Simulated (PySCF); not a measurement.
## In⁴⁴⁺: fine-structure interval

In⁴⁴⁺ [He] 2s2 2p1 [2p1/2^1, M_J = 1/2] → In⁴⁴⁺ [He] 2s2 2p1 [2p3/2^1, M_J = 3/2], as a difference of total energies. Calculation: PySCF 2.14, in an even-tempered Gaussian basis (17 s from 23 bohr⁻², ratio 2.4; 12 p from 30 bohr⁻², ratio 2.4; 5 d from 98 bohr⁻², ratio 2.6; 4 f from 150 bohr⁻², ratio 2.6); the two-component X2C-1e Hamiltonian. Correlated levels: nothing frozen; the 32 highest virtual spinors dropped. "Screened" scales the spin-orbit matrix elements by Boettger's factors to mimic the two-electron term; Breit and QED terms are absent.

```json
{"method": "GHF (screened spin-orbit)", "fine-structure interval (cm⁻¹)": "1927900"}
{"method": "GMP2 (screened spin-orbit)", "fine-structure interval (cm⁻¹)": "1919800"}
{"method": "GHF (bare spin-orbit)", "fine-structure interval (cm⁻¹)": "2013400"}
```
